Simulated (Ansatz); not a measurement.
The same β-hydride elimination along the group B, Al, Ga.

Computed with Ansatz on PBE0-D4/def2-TZVP structures; ΔE is electronic, products minus reactants. CCSD(T)/CBS is the MP2 limit (def2-TZVPP, def2-QZVPP) plus CCSD(T) − MP2 in def2-TZVPP, frozen cores. Small cases extrapolate CCSD(T) itself. DFT in def2-TZVPP. For Ga outer-core shells are correlated without core-valence functions, which leaves a few kJ/mol of doubt a bond. Scalar relativity is left out up to krypton. Each species was taken in one conformer, which may not be the lowest.

```json
{"reaction": "`COB(O)Cl` → `OBCl` + `C=O`", "ωB97M-V (kcal/mol)": "55.7", "CCSD(T)/CBS(def2) (kcal/mol)": "55.4"}
{"reaction": "`C[O][Al]([OH])[Cl]` → `[OH][AlH][Cl]` + `C=O`", "ωB97M-V (kcal/mol)": "55.2", "CCSD(T)/CBS(def2) (kcal/mol)": "55.8"}
{"reaction": "`C[O][Ga]([OH])[Cl]` → `[OH][GaH][Cl]` + `C=O`", "ωB97M-V (kcal/mol)": "34.5", "CCSD(T)/CBS(def2) (kcal/mol)": "36.0"}
```

Largest T1 diagnostic: 0.015, for `C=O`.

Extrapolated directly: `COB(O)Cl` → `OBCl` + `C=O`.
